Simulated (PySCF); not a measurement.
A species of formula C6H8N2Si2 has this rotational fingerprint, computed with PBE0/pcSseg-1 in PySCF (dipole) on a GFN2-xTB geometry, gas phase:

* Rotational constants: A = 1686, B = 441.4, C = 392.7 MHz
* Dipole components: |μa| = 3.14 D, |μb| = 3.25 D, |μc| = 1.81 D
* Inertial defect: -157.77 u·Å²
* κ: -0.92

Question: Which candidate fits, each taken in the one conformer that was computed?
A. `[N:1]#[C:2][C:3]#[C:4][SiH2:5][C@H:6]([SiH3:7])[CH2:8][C:9]#[N:10]` with C4–Si5–C6–Si7 -179°, Si5–C6–C8–C9 63°
B. `[CH:1]#[C:2][C:3]#[C:4][Si@H:5]([CH2:6][C:7]#[N:8])[SiH2:9][NH2:10]` with C4–Si5–C6–C7 179°, C4–Si5–Si9–N10 -63°, Si5–Si9–N10–H 50° and -171°

Answer: A. It is N#CC#C[SiH2][C@H]([SiH3])CC#N, a near-prolate asymmetric top, point group C1. The candidates at the same level (rigid rotor, commonest isotopes):

```csv
SMILES,A (MHz),B (MHz),C (MHz),μa (D),μb (D),μc (D),Δ (u·Å²),point group,rotor
C#CC#C[Si@H](CC#N)[SiH2]N,1196,498.6,367.8,4.67,1.94,0.90,-62.15,C1,asymmetric top
N#CC#C[SiH2][C@H]([SiH3])CC#N,1686,441.4,392.7,3.14,3.25,1.81,-157.77,C1,near-prolate asymmetric top
```

`C#CC#C[Si@H](CC#N)[SiH2]N` has A 29 % too low. No structure here is proved a minimum.
